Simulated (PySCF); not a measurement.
PySCF input file for In(Cl)2(Me) (CH3Cl2In), SMILES [In]([Cl])([CH3])[Cl], TDDFT-PBE/def2-SVPD. Geometry optimised at B3LYP-D3(BJ)/def2-SVP. The structure was generated by enumeration; whether it is a known compound was not checked. The def2 effective core potentials stand for the cores of In; spin–orbit coupling is left out.

```python
import numpy as np
from pyscf import gto, scf, dft, tdscf

mol = gto.M(
    atom='''
    In   -0.16640777    0.16661364   -0.12974125
    Cl    2.01595804   -0.37356120   -0.86124064
    Cl   -0.70479778   -0.93878007    1.88957779
    C    -1.49992934    1.49971375   -1.17738827
    H    -2.41875957    1.62316482   -0.59033226
    H    -1.72532037    1.05978938   -2.15859622
    H    -0.99208767    2.46449661   -1.31115229
    ''',
    basis='def2-SVPD',
    ecp={'In': 'def2-svp'},
    charge=0,
    spin=0,
    max_memory=1600,
    verbose=4,
)
mf = dft.RKS(mol, xc='pbe').density_fit(auxbasis='def2-universal-jkfit')
mf.grids.level = 3
mf.conv_tol = 1e-9
mf.max_cycle = 100
mf.kernel()
mf.grids = dft.Grids(mol).set(level=1).build(with_non0tab=True)  # coarser grid for the response kernel
td = tdscf.TDDFT(mf)
td.singlet = True
td.nstates = 10
td.conv_tol = 1e-4
td.positive_eig_threshold = 1e-6
td.kernel(x0=td.get_init_guess(mf, 15))
td.analyze()
tt = tdscf.TDA(mf)
tt.singlet = False
tt.nstates = 4
tt.conv_tol = 1e-4
tt.positive_eig_threshold = 1e-6
tt.kernel(x0=tt.get_init_guess(mf, 9))
tt.analyze(verbose=3)
```

Output:

```
PySCF version 2.14.0

[INPUT] verbose = 4
[INPUT] num. atoms = 7
[INPUT] num. electrons = 64
[INPUT] charge = 0
[INPUT] spin (= nelec alpha-beta = 2S) = 0
[INPUT] symmetry False subgroup None
[INPUT] Mole.unit = angstrom
[INPUT] Symbol           X                Y                Z      unit          X                Y                Z       unit  Magmom
[INPUT]  1 In    -0.166407770000   0.166613640000  -0.129741250000 AA   -0.314465110300   0.314854148217  -0.245175429559 Bohr   0.0
[INPUT]  2 Cl     2.015958040000  -0.373561200000  -0.861240640000 AA    3.809608574215  -0.705928358764  -1.627508936945 Bohr   0.0
[INPUT]  3 Cl    -0.704797780000  -0.938780070000   1.889577790000 AA   -1.331874777401  -1.774037223500   3.570784514161 Bohr   0.0
[INPUT]  4 C     -1.499929340000   1.499713750000  -1.177388270000 AA   -2.834455658800   2.834048252744  -2.224941372575 Bohr   0.0
[INPUT]  5 H     -2.418759570000   1.623164820000  -0.590332260000 AA   -4.570793148471   3.067336964829  -1.115566293896 Bohr   0.0
[INPUT]  6 H     -1.725320370000   1.059789380000  -2.158596220000 AA   -3.260382976433   2.002711677923  -4.079155669321 Bohr   0.0
[INPUT]  7 H     -0.992087670000   2.464496610000  -1.311152290000 AA   -1.874773987858   4.657223627819  -2.477718735696 Bohr   0.0

nuclear repulsion = 290.962607291246
number of shells = 54
number of NR pGTOs = 217
number of NR cGTOs = 130
basis = def2-SVPD
ecp = {'In': 'def2-svp'}


[settings echo left out]
init E= -1128.50646746262
  HOMO = -0.627671456447386  LUMO = -0.551328444174478  gap/eV = 2.07740
cycle= 1 E= -1148.21601617534  delta_E= -19.7  |g|= 2.55  |ddm|= 14.7
  HOMO = 0.0847420155818895  LUMO = 0.0865047928940212  gap/eV = 0.04797
cycle= 2 E= -1105.77510212795  delta_E= 42.4  |g|=  7.8  |ddm|= 65.1
  HOMO = -0.42031101451581  LUMO = -0.303477754693339  gap/eV = 3.17919
cycle= 3 E= -1149.39933956918  delta_E= -43.6  |g|= 1.21  |ddm|= 65.2
  HOMO = -0.219295849829846  LUMO = -0.133649989015353  gap/eV = 2.33054
cycle= 4 E= -1149.38202827364  delta_E= 0.0173  |g|= 1.17  |ddm|= 4.14
  HOMO = -0.271204304061828  LUMO = -0.104235263031869  gap/eV = 4.54346
cycle= 5 E= -1149.79368599103  delta_E= -0.412  |g|= 0.214  |ddm|= 1.67
  HOMO = -0.275546809688076  LUMO = -0.11199048402193  gap/eV = 4.45059
cycle= 6 E= -1149.8057889458  delta_E= -0.0121  |g|= 0.089  |ddm|= 0.343
  HOMO = -0.269758212967507  LUMO = -0.107765732427831  gap/eV = 4.40804
cycle= 7 E= -1149.8080211802  delta_E= -0.00223  |g|= 0.0194  |ddm|= 0.136
  HOMO = -0.271386435195696  LUMO = -0.108192610183022  gap/eV = 4.44073
cycle= 8 E= -1149.80812769653  delta_E= -0.000107  |g|= 0.00684  |ddm|= 0.0333
  HOMO = -0.27129527768064  LUMO = -0.107954355498531  gap/eV = 4.44473
cycle= 9 E= -1149.808142294  delta_E= -1.46e-05  |g|= 0.00166  |ddm|= 0.0116
  HOMO = -0.271228340352199  LUMO = -0.10787728872758  gap/eV = 4.44501
cycle= 10 E= -1149.80814314105  delta_E= -8.47e-07  |g|= 0.000451  |ddm|= 0.00291
  HOMO = -0.271253666553042  LUMO = -0.107875050780388  gap/eV = 4.44576
cycle= 11 E= -1149.80814320653  delta_E= -6.55e-08  |g|= 3.81e-05  |ddm|= 0.000799
  HOMO = -0.27125297374351  LUMO = -0.107875996914879  gap/eV = 4.44571
cycle= 12 E= -1149.80814320704  delta_E= -5.06e-10  |g|= 1.21e-05  |ddm|= 7.55e-05
  HOMO = -0.27125128911157  LUMO = -0.107874461736102  gap/eV = 4.44571
Extra cycle  E= -1149.80814320703  delta_E= 1.09e-11  |g|= 1.31e-05  |ddm|= 3.44e-05
converged SCF energy = -1149.80814320703
tot grids = 33320
Overwritten attributes  positive_eig_threshold  of <class 'pyscf.tdscf.rks.CasidaTDDFT'>


******** <class 'pyscf.tdscf.rks.CasidaTDDFT'> for <class 'pyscf.df.df_jk.DFRKS'> ********
nstates = 10 singlet
deg_eia_thresh = 1.000e-03
wfnsym = None
conv_tol = 0.0001
eigh lindep = 1e-12
eigh level_shift = 0
eigh max_cycle = 100


Excitation energies (eV)
[4.64167244 4.73925403 4.7562053  5.02559866 5.04015789 5.08396183
 5.38809121 5.69671969 6.07071403 6.35207884]

** Singlet excitation energies and oscillator strengths **
Excited State   1:      4.64167 eV    267.11 nm  f=0.0190
      31 -> 33        0.69694
Excited State   2:      4.73925 eV    261.61 nm  f=0.0000
      30 -> 33       -0.70630
Excited State   3:      4.75621 eV    260.68 nm  f=0.0546
      28 -> 33        0.21751
      32 -> 33        0.66934
Excited State   4:      5.02560 eV    246.71 nm  f=0.0006
      29 -> 33        0.28339
      32 -> 34       -0.64707
Excited State   5:      5.04016 eV    245.99 nm  f=0.0000
      31 -> 34        0.70651
Excited State   6:      5.08396 eV    243.87 nm  f=0.0215
      29 -> 33       -0.64611
      32 -> 34       -0.28159
Excited State   7:      5.38809 eV    230.11 nm  f=0.0149
      27 -> 33       -0.25343
      30 -> 34       -0.65449
Excited State   8:      5.69672 eV    217.64 nm  f=0.0007
      28 -> 33       -0.28523
      29 -> 34        0.63817
Excited State   9:      6.07071 eV    204.23 nm  f=0.0049
      28 -> 34        0.70399
Excited State  10:      6.35208 eV    195.19 nm  f=0.3669
      28 -> 33       -0.58182
      29 -> 34       -0.26677
      32 -> 33        0.19684

** Transition electric dipole moments (AU) **
state          X           Y           Z        Dip. S.      Osc.
  1         0.2863      0.0568     -0.2855      0.1667      0.0190
  2         0.0030      0.0009     -0.0022      0.0000      0.0000
  3         0.4200     -0.4232      0.3362      0.4685      0.0546
  4         0.0296      0.0527      0.0401      0.0053      0.0006
  5        -0.0030     -0.0029      0.0001      0.0000      0.0000
  6        -0.1499     -0.3231     -0.2146      0.1729      0.0215
  7         0.2326      0.0501     -0.2378      0.1132      0.0149
  8         0.0401     -0.0437      0.0367      0.0049      0.0007
  9        -0.0706     -0.1360     -0.0976      0.0330      0.0049
 10         0.9665     -0.9456      0.7275      2.3575      0.3669

WARN: ECP detected. Skipping calculation of transition velocity and magnetic dipole moments, which have not yet been implemented.

Overwritten attributes  positive_eig_threshold  of <class 'pyscf.tdscf.rks.TDA'>


******** <class 'pyscf.tdscf.rks.TDA'> for <class 'pyscf.df.df_jk.DFRKS'> ********
nstates = 4 triplet
deg_eia_thresh = 1.000e-03
wfnsym = None
conv_tol = 0.0001
eigh lindep = 1e-12
eigh level_shift = 0
eigh max_cycle = 100


Excitation energies (eV)
[4.20063708 4.33241799 4.50038813 4.76893408]

** Triplet excitation energies and oscillator strengths **
Excited State   1:      4.20064 eV    295.16 nm  f=0.0000
Excited State   2:      4.33242 eV    286.18 nm  f=0.0000
Excited State   3:      4.50039 eV    275.50 nm  f=0.0000
Excited State   4:      4.76893 eV    259.98 nm  f=0.0000
```

The run converged.
